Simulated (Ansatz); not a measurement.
Geometry optimisation, Ansatz 0.2.0, RKS PBE/def2-SVP.

Input file:

```yaml
crystal:
  periodic: [false, false, false]
  atoms:
    - { symbol: Sn, position_ang: [0.0, 0.0, 0.0] }
    - { symbol: Cl, position_ang: [0.0, 0.0, 2.76] }
    - { symbol: O, position_ang: [1.8483, 0.0, -0.6527] }
    - { symbol: H, position_ang: [2.1646, -0.9521, -0.7693] }
    - { symbol: O, position_ang: [-0.9232, 1.5994, -0.6527] }
    - { symbol: H, position_ang: [-1.881, 1.3686, -0.8751] }
    - { symbol: O, position_ang: [-0.9232, -1.5994, -0.6527] }
    - { symbol: H, position_ang: [-1.3778, -2.065, 0.1197] }
    - { symbol: S, position_ang: [1.437, 2.1671, 0.864] }
    - { symbol: H, position_ang: [2.5139, 1.7322, 1.6457] }
    - { symbol: H, position_ang: [0.8541, 1.288, 2.1899] }
basis:
  gaussian: { orbitals: def2-SVP }
hamiltonian:
  xc: pbe
relax:
  f_tol: 0.15
  max_steps: 25
  restrain:
    - { distance: [0, 8], at: 3.64, k: 30.0 }
    - { distance: [10, 1], at: 2.57, k: 30.0 }
    - { distance: [0, 1], at: 2.41, k: 30.0 }
    - { distance: [10, 8], at: 1.4, k: 30.0 }
```

Run as:

```bash
$ ansatz run input.yaml --threads 4 --pin off --max-ram 5120MiB --backend cpu --events-out ev --progress --plain --runs-dir out
```

Task: Where does it end, and by what steps?

Result: The run converged. The restraints hold the end off the free minimum; the threshold counts their pulls, which the force column leaves out. Restrained pairs: Sn1–S9 (2.74 → 3.63 Å), Cl2–H11 (1.65 → 2.57 Å), Sn1–Cl2 (2.76 → 2.40 Å), S9–H11 (1.69 → 1.39 Å). After 6 steps the energy has fallen by 1.672 eV (the restraints' own energy left out); S9 moved furthest, 0.90 Å.

```tsv
step	energy less start (eV)	largest force component (eV/Å)	accepted
0	0.0000	2.666	yes
1	-0.3752	4.058	yes
2	-0.5978	5.042	yes
3	-1.0155	3.619	yes
4	-1.5457	1.012	yes
5	-1.6333	0.657	yes
6	-1.6720	0.532	yes
```

```xyz
11
Properties=species:S:1:pos:R:3
Sn -0.082 -0.053 0.027
Cl -0.284 -0.270 2.413
O 1.810 -0.166 -0.594
H 1.941 -1.091 -0.904
O -1.077 1.516 -0.695
H -1.924 1.170 -1.056
O -0.981 -1.706 -0.657
H -1.311 -2.199 0.122
S 1.791 2.690 1.499
H 2.760 1.728 1.424
H 1.070 1.920 2.398
```

Run time: 13 s on 4 threads of Arm Neoverse V2 (shared host), peak memory 0.19 GiB.
